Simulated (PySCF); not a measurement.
Compound: CH₇PSSi.
SMILES with atom numbers: `[CH3:1][S:2][SiH2:3][PH2:4]` (hydrogens: H5, H6, H7 on C1; H8, H9 on Si3; H10, H11 on P4)

Theory: core-valence-separated Tamm–Dancoff BHandHLYP/aug-pcX-1 (pcseg-1 on H, def2-SVPD on Si, def2-SVPD on S, def2-SVPD on P) in PySCF, non-relativistic, gas phase, PBE0-D3(BJ)/def2-SVP geometry.

Computed carbon K-edge spectrum, Gaussian lines of 0.4 eV full width, highest printed point 100; it ends one width below the last computed root. BHandHLYP without relativity tends to put these K edges a few eV too low, so spacings mean more than positions.

photon energy (eV), absorption and a bar:
```
    284.6          1 
    284.7          4 #
    284.8         14 ####
    284.9         35 ##########
    285.0         61 ##################
    285.1         77 #######################
    285.2         69 #####################
    285.3         43 #############
    285.4         19 ######
    285.5          6 ##
    285.6          1 
    285.7          0 
    285.8          0 
    285.9          2 
    286.0          6 ##
    286.1         13 ####
    286.2         21 ######
    286.3         24 #######
    286.4         19 ######
    286.5         11 ###
    286.6          7 ##
    286.7         11 ###
    286.8         27 ########
    286.9         56 #################
    287.0         86 ##########################
    287.1        100 ##############################
    287.2         88 ###########################
    287.3         60 ##################
    287.4         34 ##########
    287.5         17 #####
    287.6          9 ###
    287.7          5 #
    287.8          3 #
    287.9          2 #
    288.0          3 #
    288.1          5 #
```

Where are the maxima, and which lines make them up?

3 maxima:
- 285.1 eV: C1 (S-methyl carbon), 285.12 eV, f = 0.046, 100 % of the height at the exact maximum
- 286.3 eV: C1 (S-methyl carbon), 286.29 eV, f = 0.014, 100 % of the height at the exact maximum
- 287.1 eV: C1 (S-methyl carbon), 287.17 eV, f = 0.034, 54 % of the height at the exact maximum; C1 (S-methyl carbon), 287.02 eV, f = 0.030, 45 % of the height at the exact maximum

Further lines of some strength in the range: C1, 287.52 eV, f = 0.004.

Roots within 0.03 eV on the same or equivalent atoms count as one line; shares under 12 % aren't listed.

Vibrational structure and lifetime widths aren't in the curve. The ionisation threshold wasn't computed; near and above it a finite basis only mimics Rydberg series and continuum.

Shape of the structure used: `[CH3:1][S:2][SiH2:3][PH2:4]`: C1–S2–Si3–P4 179°, H–P4–Si3–S2 -168°, H–P4–Si3–S2 -75°.

One conformer stands for the species.
